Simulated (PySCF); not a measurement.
In(Cl)(vinyl)(OH) (C2H4ClInO), SMILES [OH][In]([Cl])[CH]=C.

Coordinates come from a B3LYP-D3(BJ)/def2-SVP optimisation. The structure was generated by enumeration; whether it is a known compound was not checked. The def2 effective core potentials stand for the cores of In; spin–orbit coupling is left out. Other conformers were not sampled.

Computed with PBE/def2-TZVP (PySCF).

Symmetry labels are those of the subgroup Cs that the program uses (full group Cs).

Task: List the valence orbital energies around the gap with their symmetry. (Estimate from the structure and the level; the computed values follow.)

Result: 
```
orbital  symmetry  energy (eV)
-------  --------  -----------
HOMO−7         A'       -10.50
HOMO−6         A'        -9.55
HOMO−5         A'        -7.74
HOMO−4         A"        -7.68
HOMO−3         A'        -7.58
HOMO−2         A"        -7.34
HOMO−1         A'        -7.00
HOMO           A"        -6.93
LUMO           A"        -2.49
LUMO+1         A'        -2.38
LUMO+2         A"        -0.82
LUMO+3         A'        -0.20
```
